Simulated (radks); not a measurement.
Values are calculated unless marked as measured or tabulated.
All-electron atom: V in [Ar] 3d3 4s2. Level of theory: Dirac Kohn-Sham, PBEsol, spin-unpolarised, spherical densities, point nucleus; open shells fill j = l - 1/2 first (a radial shooting solver on a logarithmic mesh with Libxc functionals).

Normalised radial functions P(r) = r R(r) (large component), r in bohr:

```
   r/bohr * 2p3/2 (the largest magnitude, 1.85, reaches the edge; | marks zero)
 0.006456 *
 0.008475 |*
  0.01104 |*
  0.01448 | *
  0.01901 |  *
  0.02496 |    *
  0.03276 |       *
  0.04299 |            *
  0.05643 |                  *
  0.07408 |                          *
  0.09723 |                                   *
   0.1276 |                                             *
   0.1662 |                                                    *
   0.2181 |                                                      *
   0.2863 |                                                 *
   0.3758 |                                      *
   0.4933 |                       *
   0.6475 |          *
   0.8499 |   *
    1.116 |*
    1.464 *
    1.922 *
    2.523 *
    3.285 *
    4.312 *
    5.659 *
    7.428 *
    9.751 *
```

2p3/2: eigenvalue -500.23 eV, 0 radial nodes, <r> = 0.275 bohr, 90 % of the charge inside 0.452 bohr.
